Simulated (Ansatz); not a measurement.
C2H5O2 (SMILES COC=[OH+]), charge +1, singlet, geometry from GFN2-xTB. Base run: MP2/def2-SVP run with Ansatz (an electronic-structure program).

Input for Ansatz:
Ansatz 0.2 input:
```yaml
crystal:
  periodic: [false, false, false]
  atoms:
    - {symbol: C, position_ang: [-0.88185762, 0.00899774, -0.07418618]}
    - {symbol: O, position_ang: [-0.71974313, -1.14547322, 0.45674714]}
    - {symbol: O, position_ang: [0.05802829, 0.77784465, -0.34442084]}
    - {symbol: H, position_ang: [-1.87588460, 0.39555666, -0.32671543]}
    - {symbol: C, position_ang: [1.43664404, 0.47811999, -0.10026343]}
    - {symbol: H, position_ang: [1.82407913, 1.26580014, 0.54905631]}
    - {symbol: H, position_ang: [1.57697924, -0.50273413, 0.35103154]}
    - {symbol: H, position_ang: [1.95211849, 0.54352817, -1.06056024]}
    - {symbol: H, position_ang: [-1.51229206, -1.68382867, 0.63527512]}
basis:
  gaussian:
    orbitals: def2-SVP
total_charge: 1
magnetization: {spin_polarized: false}
correlation: {method: mp2}
```

Each row names what was changed in the base input (with any setting that the change needs).

| change | basis functions | E (Eh) | MP2 correlation (Eh) |
|---|---|---|---|
| base | 81 | -228.55819 | -0.62704 |
| basis = STO-3G | 25 | -225.38834 | -0.20468 |
| basis = 3-21G | 46 | -227.23937 | -0.41220 |
| basis = 6-31G | 46 | -228.39333 | -0.41464 |
| basis = cc-pVDZ | 81 | -228.75212 | -0.62834 |
| basis = 6-31G** | 85 | -228.73632 | -0.62341 |
| basis = 6-31+G* | 86 | -228.70316 | -0.60118 |
| basis = def2-SVPD | 126 | -228.59563 | -0.65129 |
| basis = aug-cc-pVDZ | 137 | -228.79420 | -0.65740 |
| basis = aug-pcseg-1 | 137 | -228.70738 | -0.64861 |
| basis = pc-2 | 190 | -228.96780 | -0.76993 |
| basis = def2-TZVPP | 194 | -228.98680 | -0.78200 |
| basis = def2-TZVPD | 199 | -228.97577 | -0.77315 |

Totals compare only among sets that treat the same electrons; sets with core potentials leave the core out.
